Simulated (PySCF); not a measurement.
Spectrum to structure. Computed with TDDFT CAM-B3LYP/def2-SVPD, vertical, gas phase, core orbitals frozen in the response in PySCF 2.14.0, density-fitted response routines. Geometries: GFN2-xTB, one conformer each.

```json
{"state": "S1", "E (eV)": "7.12", "f": "0.012"}
{"state": "S2", "E (eV)": "7.53", "f": "0.0035"}
{"state": "S3", "E (eV)": "8.27", "f": "0.011"}
{"state": "S4", "E (eV)": "8.36", "f": "0.065"}
{"state": "S5", "E (eV)": "8.61", "f": "0.161"}
{"state": "S6", "E (eV)": "8.65", "f": "0.0071"}
{"state": "S7", "E (eV)": "8.78", "f": "0.0017"}
{"state": "S8", "E (eV)": "8.79", "f": "0.0021"}
```

Triplets computed (Tamm–Dancoff): 6.76, 7.32, 7.69 eV.

Task: Which structure fits?
A. `SC1[SiH2]C[SiH2]1`
B. `C/C=N\[SiH3]`
C. `F[SiH2]CC[SiH3]`

Result: C. Its S1, at 7.12 eV, is the highest among the candidates; the nearest of the others has S1 at 4.95 eV. S1 is HOMO→LUMO (88%). Löwdin shares by element: HOMO carbon 46%, silicon 28% (atoms not listed hold the other 25%); LUMO silicon 32%, carbon 20% (atoms not listed hold the other 48%). At the same level the other candidates give, for their lowest levels:
- `SC1[SiH2]C[SiH2]1`: 4.95 eV (f 0.000); 5.26 eV (f 0.010); 5.48 eV (f 0.012); 6.35 eV (f 0.011); 6.64 eV (f 0.009); T1 4.59 eV; HOMO -7.58, LUMO 0.46 eV
- `C/C=N\[SiH3]`: 4.27 eV (f 0.001); 6.24 eV (f 0.008); 7.06 eV (f 0.107); 7.34 eV (f 0.001); 7.49 eV (f 0.000); T1 3.72 eV; HOMO -8.18, LUMO 0.71 eV

Orbitals of the list HOMO-3 to LUMO+2 that lie within 0.01 eV of each other are written together with a slash and their weights summed (≥ marks a lower bound); for degenerate orbitals outside that list single weights are arbitrary.

Conformer computed: `[F:1][SiH2:2][CH2:3][CH2:4][SiH3:5]`: F1–Si2–C3–C4 180°, Si2–C3–C4–Si5 -179°.
